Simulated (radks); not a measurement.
The krypton ion Kr22+, configuration [Ne] 3s2 3p2 (the NIST ground configuration). Method: scalar-relativistic Kohn-Sham, exchange-only LDA, spin-polarised, spherical densities, point nucleus; open shells are filled with parallel spins first; computed with a radial shooting solver on a logarithmic mesh with Libxc functionals.

Normalised radial functions P(r) = r R(r), r in bohr:

| r | 2s up | 3s up | 3s down |
|---|---|---|---|
| 0.003761 | 0.4877 | 0.2350 | 0.2344 |
| 0.005263 | 0.6369 | 0.3067 | 0.3059 |
| 0.007306 | 0.8072 | 0.3884 | 0.3873 |
| 0.01014 | 0.9892 | 0.4751 | 0.4739 |
| 0.01419 | 1.1561 | 0.5534 | 0.5519 |
| 0.0197 | 1.2425 | 0.5905 | 0.5889 |
| 0.02735 | 1.1661 | 0.5447 | 0.5432 |
| 0.03827 | 0.8092 | 0.3568 | 0.3557 |
| 0.05312 | 0.1128 | 0.0008 | 0.0005 |
| 0.07434 | -0.9023 | -0.4960 | -0.4950 |
| 0.1032 | -1.9064 | -0.9169 | -0.9145 |
| 0.1433 | -2.4594 | -0.9388 | -0.9354 |
| 0.2005 | -2.2068 | -0.2684 | -0.2646 |
| 0.2783 | -1.3482 | 0.8605 | 0.8623 |
| 0.3863 | -0.5124 | 1.6596 | 1.6564 |
| 0.5406 | -0.0991 | 1.4484 | 1.4479 |
| 0.7504 | -0.0084 | 0.6490 | 0.6544 |
| 1.05 | -0.0002 | 0.1257 | 0.1288 |
| 1.458 | 0.0000 | 0.0089 | 0.0093 |

2s up: eigenvalue -2799.8 eV, 1 radial node at r = 0.0554 bohr, <r> = 0.182 bohr, 90 % of the charge inside 0.280 bohr. 3s up: eigenvalue -1033.0 eV, 2 radial nodes at r = 0.0532, 0.218 bohr, <r> = 0.454 bohr, 90 % of the charge inside 0.659 bohr. 3s down: eigenvalue -1021.9 eV, 2 radial nodes at r = 0.0531, 0.218 bohr, <r> = 0.455 bohr, 90 % of the charge inside 0.661 bohr.
